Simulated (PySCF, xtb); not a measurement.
thionyl fluoride cation (F2OS), SMILES O=S(F)F (connectivity only; charge and spin as stated), charge +1, multiplicity 2.

Harmonic wavenumbers (cm⁻¹) from xtb 6.7.1 with GFN2-xTB at its own minimum, in rising order: 254, 292, 338, 643, 647, 1187.

What does PBE0-D3(BJ)/def2-TZVP in PySCF give at its own minimum? (Estimate from the structure and the level; the computed values follow.)

384, 399, 456, 901, 983, 1281. Paired by order, the mean absolute difference is 174 cm⁻¹ and the zero-point energies are 4.8 and 6.3 kcal/mol.
